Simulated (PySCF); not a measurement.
## Ionisation energy of Cl²⁺ by level of theory

Cl²⁺ [Ne] 3s2 3p3 (4S) → Cl³⁺ [Ne] 3s2 3p2 (3P), as a difference of total energies. All numbers are calculated (PySCF 2.14, no relativity, point nucleus, in def2-TZVP (5s5p2d1f, 37 functions)). Correlated levels: valence: [Ne] frozen. The calculations carry no spin-orbit coupling.

| method | ionisation energy (eV) |
| --- | --- |
| UHF | 38.956 |
| M06-L | 39.824 |
| r2SCAN | 39.824 |
| MP2 (valence) | 39.584 |
| SCS-MP2 (valence) | 39.390 |
| CCSD (valence) | 39.516 |
| CCSD(T) (valence) | 39.550 |

Question: How much does correlation contribute at CCSD(T) (valence)?

Answer: 39.550 − (38.956) = 0.594 eV, measured against UHF.

The reference lies between the lowest fine-structure levels, while these numbers refer to the centres of the terms.

Errors of the correlated levels include the incompleteness of this basis and the frozen core.

For comparison: 39.8 ± 0.11 eV (semi-empirical (NIST evaluation); NIST Atomic Spectra Database, ionization energies).
